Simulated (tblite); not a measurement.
Species: C3H12O3SSi2.
Atom-mapped SMILES: `[CH3:1][O:2][Si@@H:3]([CH3:4])[O:5][Si@@H:6]([OH:7])[S:8][CH3:9]` (hydrogens: H10, H11, H12 on C1; H13 on Si3; H14, H15, H16 on C4; H17 on Si6; H18 on O7; H19, H20, H21 on C9)

Computed with GFN2-xTB (tblite), gas phase: L-BFGS steps from a force-field or distance-geometry start until the largest atomic force falls under 0.01 eV/Å.

Geometry at step 28:
```
atom  x, y, z in Å
C1     -3.2692   -0.0182   -1.3368
O2     -2.0990   -0.5245   -0.7711
Si3    -1.2083    0.1243    0.4197
C4     -2.0175    0.2266    2.1300
O5      0.0262   -0.9332    0.4257
Si6     1.6147   -1.0207    0.1645
O7      2.0525   -1.7976   -1.1896
S8      2.2034    1.0353    0.1436
C9      4.0355    1.0713    0.1028
H10    -4.1323   -0.2187   -0.6978
H11    -3.2155    1.0589   -1.5228
H12    -3.4086   -0.5288   -2.2875
H13    -0.7687    1.4734    0.0735
H14    -1.3287    0.6786    2.8383
H15    -2.9188    0.8364    2.1007
H16    -2.2879   -0.7534    2.5105
H17     2.1639   -1.7794    1.2635
H18     1.4154   -2.2050   -1.7723
H19     4.3055    1.7612   -0.6897
H20     4.4498    0.0892   -0.0880
H21     4.3787    1.4413    1.0641
```

Q: What forces act on the atoms?

A: 
```tsv
atom	Fx (eV/Å)	Fy (eV/Å)	Fz (eV/Å)
C1	-0.054	-0.039	-0.076
O2	-0.072	0.116	0.016
Si3	0.022	0.059	-0.077
C4	0.044	-0.086	-0.025
O5	-0.042	0.005	-0.049
Si6	0.036	0.138	0.041
O7	-0.102	0.087	0.009
S8	0.036	-0.073	0.001
C9	-0.051	-0.029	0.005
H10	0.029	0.012	0.067
H11	0.095	-0.078	0.107
H12	-0.084	-0.038	-0.107
H13	0.056	-0.002	-0.115
H14	-0.088	-0.022	0.021
H15	0.092	-0.062	0.006
H16	-0.034	-0.021	0.040
H17	0.073	0.021	0.142
H18	-0.005	0.059	0.038
H19	0.111	-0.022	0.045
H20	-0.104	-0.037	-0.046
H21	0.043	0.010	-0.045
```

The largest, 0.16 eV/Å, acts on H11 (H17 within 3 % of it); the rms over all components is 0.064 eV/Å. The forces sum to zero within rounding, as they must for an isolated molecule in no field.

Q: Give the force on H11 in Eh/bohr and in nN.

A: 0.163 eV/Å ÷ 51.422 = 0.00317 Eh/bohr, and 0.163 eV/Å × 1.602 = 0.26 nN.

Q: How far is this geometry from the end of the optimisation?

A: 0.222 eV above it, and 1.160 Å rms away after alignment. The bonds farthest from their final lengths, with half the difference of the two atoms' forces along the bond (positive lengthens):

| bond | now (Å) | final (Å) | force along bond (eV/Å) |
| --- | --- | --- | --- |
| Si6–S8 | 2.139 | 2.127 | -0.10 |
| Si6–H17 | 1.444 | 1.455 | +0.08 |
| S8–C9 | 1.833 | 1.824 | -0.04 |
| O5–Si6 | 1.612 | 1.607 | +0.03 |
| Si3–O5 | 1.626 | 1.621 | -0.01 |
| C4–H16 | 1.085 | 1.088 | -0.01 |

The angle farthest from its final value is Si6–S8–C9, 107.1° against 98.9°.

Of the 2 listed bonds off by 0.010 Å or more, this force points towards the final length in 2.

What follows is the cost of the whole relaxation. The run took 6.0 s of wall time on one thread, Arm Neoverse N1 (aarch64), shared host with 64 logical CPUs at a one-minute load of 60.
